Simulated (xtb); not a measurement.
AlClFI, SMILES [F][Al]([Cl])[I]. All values are semi-empirical tight-binding results from xtb (GFN2-xTB unless named), good for trends rather than for accurate numbers. Geometry optimised at GFN2-xTB.

Optimised geometry:

Bonded distances (Å): Al1–Cl2 2.012, Al1–F3 1.647, Al1–I4 2.500. Bond angles (°): Cl2–Al1–F3 120.1, Cl2–Al1–I4 124.3, F3–Al1–I4 115.6.

For metal compounds this method's bond lengths and energies can be far off.

```json
{
 "point_group_as_xtb_finds_it": "Cs",
 "orbital_gap": "4.16 eV",
 "zero_point_energy": "3.2 kcal/mol",
 "G − E(el) at 298.15 K (modified RRHO)": "-17.0 kcal/mol"
}
```

Computed atomic charges and the Wiberg bond orders between heavy atoms:
charges (e) Al1 0.44, Cl2 -0.11, F3 -0.24, I4 -0.09. Bond orders Al1–Cl2 1.39, Al1–F3 1.24, Al1–I4 1.26.
